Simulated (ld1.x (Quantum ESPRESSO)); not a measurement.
# Configuration tests for F (Z = 9) (TM)

```json
{
 "Element": "F",
 "Generator": "ld1.x (Quantum ESPRESSO) 7.5",
 "Type": "norm-conserving Troullier–Martins (Kleinman–Bylander form)",
 "Functional": "LDA (PZ)",
 "Relativity": "scalar-relativistic",
 "Frozen core": "[He]",
 "Valence charge": "7",
 "Reference configuration": "2s2 2p4 (charge +1)",
 "Partial waves": "2s (bound): rc 0.50 bohr; 2p (bound): rc 0.85 bohr; 3d channel at 0.4 Ry: rc 0.80 bohr",
 "Local potential": "all-electron potential smoothed inside 0.50 bohr (lloc = -1)",
 "Core correction": "Bessel-smoothed model core inside 0.45 bohr"
}
```

Energies are relative to the spin-unpolarised reference configuration 2s2 2p4; without spin polarisation the order of configurations can differ from experiment. Spin-polarised rows fill each open shell by Hund’s rule, majority spin first.

```
   valence configuration  charge  ΔE all-electron (eV)  error AE − PS (meV)
                 2s2 2p5       0               -19.555                 +3.7
                 2s2 2p3      +2                38.512                 +7.6
                 2s2 2p2      +3                99.244                  +67
               2s2 2p5.3    -0.3               -22.281                 +4.6
               2s2 2p4.5    +0.5               -11.925                 +1.7
                 2s2 2p1      +4               185.111                 +265
2s2 2p4 (spin-polarised)      +1                -1.833                  +41
2s2 2p5 (spin-polarised)       0               -19.934                  +12
```

Task: What are ΔE and the potential's error for 2s1 2p5?

Result: ΔE = 18.655 eV all-electron; the error (AE − PS) is +20 meV.

Levels in the configuration 2s1 2p5:

```json
{"level": "2s", "all-electron (eV)": "-47.247", "pseudo (eV)": "-47.217"}
{"level": "2p", "all-electron (eV)": "-28.553", "pseudo (eV)": "-28.561"}
```
